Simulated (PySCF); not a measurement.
**Spinor energies of Ce³⁵⁺ (cerium, charge +35)**

Start: [Ar] 3d5; 3d3/2 filled at m_j = -3/2, -1/2, +1/2, +3/2; 3d5/2 filled at m_j = +5/2. Calculated with PySCF 2.14 in an even-tempered Gaussian basis (16 s from 6.6 bohr⁻², ratio 2.8; 12 p from 8.6 bohr⁻², ratio 2.8; 8 d from 8.6 bohr⁻², ratio 2.8; 3 f from 30 bohr⁻², ratio 3): generalised Hartree-Fock with the X2C-1e Hamiltonian and a Gaussian nucleus; one run each with spin-orbit coupling (SO) switched off, then screened by Boettger's factors.

| spinor shell | electrons | ε, spin-free (eV) | ε, screened SO (eV) | weight of nominal j (screened SO) | rms radius, screened SO (bohr) |
| --- | --- | --- | --- | --- | --- |
| 1s1/2 | 2 | -42314.7 | -42307.8 | 1.000 | 0.0280 |
| 2s1/2 | 2 | -8238.5 | -8235.7 | 1.000 | 0.113 |
| 2p1/2 | 2 | -7549.8 | -7871.0 | 1.000 | 0.0973 |
| 2p3/2 | 4 | -7549.8 | -7405.7 | 1.000 | 0.103 |
| 3s1/2 | 2 | -2887.5 | -2886.7 | 1.000 | 0.283 |
| 3p1/2 | 2 | -2660.4 | -2743.3 | 0.983 | 0.273 |
| 3p3/2 | 4 | -2660.4 | -2622.7 | 0.992 | 0.285 |
| 3d3/2 | 4 | -2404.1 | -2407.3 | 0.880 | 0.250 |
| 3d5/2 | 1 | -2404.1 | -2388.2 | 1.000 | 0.252 |

```json
{"quantity": "E (hartree)", "spin-free": "-7994.86374", "screened SO": "-7999.24735"}
{"quantity": "M_J", "spin-free": "5/2", "screened SO": "5/2"}
{"quantity": "⟨J²⟩", "spin-free": "8.750", "screened SO": "8.764"}
{"quantity": "⟨L²⟩", "spin-free": "0.000", "screened SO": "2.270"}
{"quantity": "⟨S²⟩", "spin-free": "8.750", "screened SO": "5.369"}
```

Each row is a mean over spinors that exchange with the open shell spreads, by up to 37.356 eV (3p3/2).

Rows whose weight is well below 1 are mixtures of j = l ± 1/2: exchange outweighs spin-orbit coupling there, and the label is only the starting occupation.

Breit and QED terms are absent; they matter most for the inner s and p1/2 levels.

Densities and radii are taken from the X2C orbitals without a picture-change correction, which distorts them close to the nucleus.

Without spin-orbit coupling the j labels of p, d and f shells carry no meaning; the spin-free column gives the mean over the occupied spinors of each nl shell.
